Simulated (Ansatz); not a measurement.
Consider the formal hydrolysis of a W–Cl bond: `[CH3][W](=[S])(=[S])[Cl]` + H₂O → `[CH3][W]([OH])(=[S])=[S]` + HCl.

Gas-phase electronic energies from Ansatz, PBE0-D4/def2-TZVP geometries. CBS: MP2 limit from def2 TZ/QZ plus the TZ coupled-cluster correction, frozen cores. This one scheme is used for every species. DFT in def2-TZVPP. def2 core potentials past Kr. For W outer-core shells are correlated without core-valence functions, which leaves a few kJ/mol of doubt a bond. Each species was taken in one conformer, which may not be the lowest.

`[CH3][W](=[S])(=[S])[Cl]`:

Cartesian coordinates in Å:
```
C 0.124 0.352 1.071
W -0.109 -0.298 -0.901
S 0.392 1.390 -2.069
S 1.358 -1.800 -1.132
Cl -2.210 -1.031 -1.231
H -0.592 1.162 1.248
H 1.130 0.717 1.281
H -0.093 -0.492 1.734
```

H₂O:

```xyz
3

O    -0.126    0.027    0.367
H     0.679   -0.393    0.055
H    -0.553    0.365   -0.422
```

`[CH3][W]([OH])(=[S])=[S]`:

```xyz
9

C     0.179    0.703    1.140
W    -0.438   -0.394   -0.538
O     0.876   -0.211   -1.852
S    -0.696   -2.377    0.168
S    -2.289    0.480   -1.105
H     0.318    1.748    0.847
H     1.122    0.293    1.515
H    -0.567    0.657    1.936
H     1.495   -0.899   -2.111
```

HCl:

```xyz
2

Cl   -0.014    0.248   -0.589
H     0.014   -0.248    0.589
```

| level | ΔE (kcal/mol) |
| --- | --- |
| revPBE-D4 | 5.8 |
| HF/CBS(def2) | 3.7 |

Question: What does CCSD(T)/CBS give? (Best estimate.)

Answer: Ansatz gave: +7.0 kcal/mol. The listed levels differ from it by -1.2, -3.3 kcal/mol.

Largest T1 diagnostic among the species: 0.022, so the coupled-cluster value is less sure than usual.

At CCSD(T), def2-SVP lies −2.8 kcal/mol from the extrapolated value and def2-TZVPP −1.1 kcal/mol. In def2-TZVPP, CCSD(T) changes the Hartree–Fock value by +2.5 kcal/mol (the triples alone add +0.8 kcal/mol) and MP2 by +7.7 kcal/mol.
